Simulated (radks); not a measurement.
Valence configurations of Fe+ (all share [Ar]). Calculated with a radial shooting solver on a logarithmic mesh with Libxc functionals: scalar-relativistic Kohn-Sham, r2SCAN, spin-polarised, spherical densities, finite nucleus; open shells are filled with parallel spins first; meta-GGA in the generalised Kohn-Sham scheme; Fermi nuclear charge, rms radius 3.7377 fm. Energies are relative to 3d6 4s1; eigenvalues in eV for spin up.

valence          E (eV)  moment (Bohr magnetons)    e(3d)    e(4p)    e(4s)
3d6 4s1           0.000                        5  -17.823        -  -13.394
3d7               1.188                        3  -12.737        -        -
3d5 4s1 4p1       6.026                        7  -25.263  -10.006  -16.252
3d6 4p1           5.474                        5  -19.212   -8.493        -
3d5.5 4s0.5 4p1   5.608                        6  -22.116   -9.297  -15.117
3d4 4s2 4p1      21.014                        5  -31.889  -10.964  -17.680
3d5.5 4s1.5       1.285                        5  -20.892        -  -14.096
3d5.5 4p1.5       8.501                        6  -22.790   -9.607        -
3d5 4s2           2.848                        5  -24.133        -  -14.748
3d5 4s0.5 4p1.5   9.136                        7  -25.926  -10.331  -16.528

NIST lists [Ar] 3d6 4s1 as the ground configuration; this level of theory agrees among the configurations tried. The energies are those of spherical high-spin densities, not of single terms.
